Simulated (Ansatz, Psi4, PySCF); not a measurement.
H₃AlSe₃ (SMILES [SeH][Al]([SeH])[SeH]), singlet, at a GFN2-xTB geometry (such geometries of metal compounds can be far from the true shape), atoms displaced at random by about 0.08 Å a coordinate. Base run: PBE0/STO-3G, gradient in PySCF.

Input for PySCF:
```python
from pyscf import gto, scf, dft

mol = gto.M(
    atom='''
Al    0.055734    0.054140   -0.017111
Se   -2.163440   -0.536284    0.123647
H    -1.958237   -1.939276    0.428570
Se    0.553857    2.282136   -0.374574
H     2.049478    1.944642   -0.785761
Se    1.597475   -1.553596    0.483422
H     2.652494   -0.707889    0.689557
''',
    basis='sto-3g',
    charge=0,
    spin=0,
    verbose=4,
)

mf = dft.RKS(mol)
mf.xc = 'pbe0'
mf.kernel()
g = mf.nuc_grad_method()
grad = g.kernel()
```

Programs used: Ansatz (a program for electronic structure), Psi4, PySCF; a row that names a program was run with it.

The coordinate followed is y of atom 3.

The base run was repeated with changes; each row names its change, and settings that it needs were set with it.

| change | dE/dx (Eh/bohr) | net force (Eh/bohr) |
|---|---|---|
| base | 0.002898 | 0.000234 |
| conv_tol = 1e-6 | 0.002888 | 0.000234 |
| grids.level = 5; grid_response = on | 0.002899 | 0.000000 |
| grid_response = on | 0.002899 | 0.000000 |
| grids.level = 1; grid_response = on | 0.002953 | 0.000000 |
| finite difference step (bohr) = 1e-5; conv_tol = 1e-11 | 0.002898 | - |
| code = ansatz | 0.002898 | 0.000000 |
| grids.level = 0; grid_response = off | 0.003223 | 0.005291 |
| finite difference step (bohr) = 0.05; conv_tol = 1e-11 | 0.003115 | - |
| conv_tol = 1e-11 | 0.002898 | 0.000234 |
| code = psi4 | 0.002907 | 0.000200 |
| finite difference step (bohr) = 1e-3; conv_tol = 1e-11 | 0.002899 | - |

The net force is zero for an exact gradient.
